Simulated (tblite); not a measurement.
Species: CH₇F₂GeSi₂ (doublet state).
Numbering: `[F:1][CH:2]([F:3])[SiH2:4][GeH:5][SiH3:6]` (hydrogens: H7 on C2; H8, H9 on Si4; H10 on Ge5; H11, H12, H13 on Si6)

Computed with GFN2-xTB (tblite), gas phase: L-BFGS steps from a force-field or distance-geometry start until the largest atomic force falls under 0.01 eV/Å.

Step 91: E = -558.5919 eV
```
atom  x, y, z in Å  |  force x, y, z in eV/Å
F1      1.6407    1.6382    0.2720    0.004  -0.010  -0.013
C2      1.6643    0.3964    0.8323   -0.007  -0.005  -0.015
F3      0.5954    0.3672    1.6875    0.024  -0.017   0.018
Si4     1.4077   -0.9587   -0.5350    0.023  -0.024   0.003
Ge5    -0.6756   -0.4000   -1.5226   -0.029   0.010   0.016
Si6    -2.4657    0.0926    0.0020    0.011   0.017  -0.011
H7      2.5717    0.3332    1.4466   -0.030   0.024   0.006
H8      2.6313   -0.8619   -1.3384   -0.001   0.008   0.012
H9      1.4825   -2.2013    0.2470   -0.002   0.008  -0.012
H10    -0.2712    1.0351   -1.9999    0.007  -0.004  -0.013
H11    -2.1029   -0.1806    1.3909   -0.005  -0.009   0.002
H12    -3.6133   -0.7510   -0.3549    0.007  -0.011   0.000
H13    -2.8693    1.4910   -0.1451   -0.002   0.013   0.007
```

Step 92: E = -558.5922 eV
```
atom  x, y, z in Å  |  force x, y, z in eV/Å
F1      1.6365    1.6368    0.2714   -0.001  -0.004  -0.016
C2      1.6609    0.3952    0.8318    0.006   0.008   0.004
F3      0.5903    0.3642    1.6849    0.025  -0.017   0.014
Si4     1.4105   -0.9591   -0.5356    0.010  -0.042  -0.017
Ge5    -0.6755   -0.4010   -1.5213   -0.020   0.008   0.020
Si6    -2.4647    0.0951    0.0042    0.020   0.019  -0.022
H7      2.5668    0.3349    1.4484   -0.029   0.018   0.006
H8      2.6341   -0.8621   -1.3395   -0.005   0.014   0.017
H9      1.4882   -2.2029    0.2445   -0.004   0.011  -0.011
H10    -0.2701    1.0327   -2.0027    0.007  -0.004  -0.012
H11    -2.1025   -0.1779    1.3925   -0.002  -0.012   0.013
H12    -3.6108   -0.7492   -0.3539   -0.002  -0.015  -0.001
H13    -2.8682    1.4933   -0.1424   -0.003   0.016   0.004
```

Step 93: E = -558.5924 eV
```
atom  x, y, z in Å  |  force x, y, z in eV/Å
F1      1.6311    1.6343    0.2698   -0.009   0.006  -0.018
C2      1.6564    0.3933    0.8310    0.018   0.018   0.024
F3      0.5834    0.3597    1.6812    0.020  -0.015   0.009
Si4     1.4141   -0.9603   -0.5367   -0.007  -0.050  -0.035
Ge5    -0.6758   -0.4026   -1.5193   -0.006   0.002   0.021
Si6    -2.4624    0.0987    0.0069    0.019   0.019  -0.024
H7      2.5596    0.3373    1.4518   -0.020   0.010   0.004
H8      2.6370   -0.8601   -1.3408   -0.005   0.018   0.019
H9      1.4962   -2.2048    0.2415   -0.006   0.007  -0.007
H10    -0.2691    1.0287   -2.0065    0.007  -0.002  -0.011
H11    -2.1021   -0.1743    1.3955   -0.002  -0.013   0.017
H12    -3.6068   -0.7467   -0.3527   -0.008  -0.014  -0.001
H13    -2.8661    1.4971   -0.1393   -0.002   0.014   0.003
```

Step 94: E = -558.5927 eV
```
atom  x, y, z in Å  |  force x, y, z in eV/Å
F1      1.6213    1.6315    0.2647   -0.015   0.005  -0.013
C2      1.6529    0.3916    0.8284    0.021   0.025   0.033
F3      0.5794    0.3526    1.6779    0.014  -0.008   0.005
Si4     1.4170   -0.9642   -0.5375   -0.020  -0.042  -0.042
Ge5    -0.6753   -0.4014   -1.5162    0.012  -0.001   0.017
Si6    -2.4602    0.1026    0.0094    0.010   0.015  -0.017
H7      2.5545    0.3434    1.4518   -0.007   0.003  -0.001
H8      2.6391   -0.8615   -1.3423   -0.001   0.020   0.017
H9      1.5037   -2.2067    0.2422   -0.008  -0.002  -0.004
H10    -0.2652    1.0291   -2.0042    0.007  -0.006  -0.010
H11    -2.1048   -0.1729    1.3991   -0.002  -0.009   0.011
H12    -3.6020   -0.7450   -0.3547   -0.011  -0.008   0.001
H13    -2.8648    1.5011   -0.1362   -0.001   0.008   0.003
```

Problem. Estimate the geometry and energy of step 95. (The exact step hangs on the optimiser's Hessian estimate; all steps are aligned on step 94, rigid shifts and turns removed.)

Solution. E = -558.5929 eV, largest force 0.037 eV/Å
```
atom  x, y, z in Å  |  force x, y, z in eV/Å
F1      1.6158    1.6293    0.2626   -0.018   0.014  -0.014
C2      1.6502    0.3903    0.8276    0.013   0.009   0.021
F3      0.5754    0.3478    1.6749    0.001  -0.003   0.009
Si4     1.4184   -0.9668   -0.5391   -0.021  -0.015  -0.026
Ge5    -0.6749   -0.4014   -1.5139    0.015  -0.010   0.009
Si6    -2.4572    0.1058    0.0112   -0.005   0.007  -0.003
H7      2.5491    0.3462    1.4542    0.015  -0.002  -0.001
H8      2.6401   -0.8589   -1.3426    0.008   0.018   0.009
H9      1.5085   -2.2078    0.2412   -0.008  -0.014   0.000
H10    -0.2638    1.0263   -2.0073    0.010  -0.001  -0.010
H11    -2.1046   -0.1715    1.4019   -0.003  -0.005   0.000
H12    -3.5982   -0.7434   -0.3541   -0.006  -0.001   0.003
H13    -2.8631    1.5042   -0.1341    0.002   0.004   0.004
```

The energy changes by -0.0002 eV. The first-order estimate −F·Δx gives -0.0003 eV and the mean of the old and new forces, exact on a quadratic surface, -0.0002 eV. The step makes an angle of 79° with the force vector and moves no atom by more than 0.007 Å.

What follows is the cost of the whole relaxation. On one thread of an AMD EPYC 7R43, shared host, this took 1.7 s wall.
